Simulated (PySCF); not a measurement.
PySCF input:

```python
from pyscf import gto, scf, dft

mol = gto.M(
    atom='''
    B    -0.25150922    0.30562634    0.69504904
    Cl    0.96936228   -0.35724626   -0.37706599
    N    -1.57414841    0.48859415    0.35558215
    H    -1.95522266    0.25270792   -0.55166005
    H    -2.24735111    0.87218775    0.99746168
    ''',
    basis='def2-tzvpd',
    charge=0,
    spin=1,
    verbose=4,
)

mf = dft.UKS(mol, xc='mn15').density_fit(auxbasis='def2-universal-jkfit')
mf.grids.level = 4
mf.conv_tol = 1e-9
mf.max_cycle = 100
mf.max_memory = 1500
mf.kernel()
if not mf.converged:
    mf = mf.newton()
    mf.kernel(mf.make_rdm1())
for _ in range(2):
    mo, _, stable, _ = mf.stability(return_status=True)
    if stable:
        break
    mf.kernel(mf.make_rdm1(mo, mf.mo_occ))
mf.analyze()
```

### Question
Which total energy does the run end on?

### Answer
-540.87681 Eh (MN15/def2-TZVPD).

It need not be the lowest isomer of its formula.
